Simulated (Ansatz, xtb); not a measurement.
Species: sum formula SiHF, net charge -1, doublet state. SMILES of the parent species: [SiH]F
Coordinates optimised at B3LYP-D3(BJ)/def2-TZVP (Ansatz, an electronic-structure program):
```xyz
3

Si    -0.2491    -0.3455     0.4756
H     -1.0310    -1.2241    -0.5643
F      0.5021     0.6735    -0.6771
```
Charge -1, spin multiplicity 2.

Harmonic wavenumbers from GFN2-xTB (xtb, at its own minimum), cm⁻¹: 317, 677, 781.

Problem. Give the harmonic wavenumbers at B3LYP-D3(BJ)/def2-TZVP (Ansatz, finite differences of forces, unscaled).

Solution. 644, 794, 1754 cm⁻¹. Zero-point energy 4.6 kcal/mol.

Problem. From these and the geometry, give the ideal-gas thermochemistry at 298.15 K and 1 atm (rigid rotor, harmonic oscillator).

Solution. Point group Cs, rotational symmetry number 1. Rotational constants 215.1, 14.86, 13.9 GHz. S(trans) 37.54, S(rot) 19.52, S(vib) 0.60, S(elec, spin only) 1.38, S 59.0 cal/(mol K). H(298) - H(0) 2.51 kcal/mol; G - E(el) -10.5 kcal/mol.
